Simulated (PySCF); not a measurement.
C2H6O, charge +1, doublet, at a GFN2-xTB geometry (a state made from the parent by changing its charge; the spin is typed, not shown lowest). Base run: BLYP/6-31G** in PySCF.

PySCF was given this input:
```python
from pyscf import gto, scf, dft

mol = gto.M(
    atom='''
C    -1.190941    0.217814    0.238911
C     0.048038   -0.353497   -0.350387
O     1.255792    0.082793    0.056958
H    -2.079775   -0.236263   -0.192337
H    -1.246845    1.305401    0.097047
H    -1.222434    0.087661    1.328941
H     0.063537   -1.477895   -0.287394
H     0.039994   -0.303426   -1.475513
H     1.256603    0.776272    0.742453
''',
    basis='6-31g**',
    charge=1,
    spin=1,
    verbose=4,
)

mf = dft.UKS(mol)
mf.xc = 'blyp'
mf.kernel()
mf.analyze()
```

The base run was repeated with changes; each row names its change, and settings that it needs were set with it.

| change | ΔE vs base (µEh) | fitting functions |
|---|---|---|
| base | 0.0 | - |
| auxbasis = even-tempered beta=2.0 | -16.9 | 509 |
| auxbasis = def2-universal-jfit | -247 | 213 |
| auxbasis = default (with mf = mf.density_fit()) | -144 | 348 |
| auxbasis = even-tempered beta=3.0 | -414 | 364 |
| auxbasis = cc-pvtz-ri | -219 | 423 |
| auxbasis = def2-universal-jkfit | -92.6 | 335 |
| auxbasis = autoaux | -54.9 | 487 |
| auxbasis = cc-pvdz-jkfit | -144 | 348 |
| auxbasis = cc-pvtz-jkfit | -59.2 | 417 |

A fitting set is made for a task (jfit for Coulomb, jkfit for Coulomb and exchange, ri for correlation) and for a family of orbital bases.

Open shells are given as the SCF converged; they aren't shown to be the lowest states, and a large step between rows can be another state.
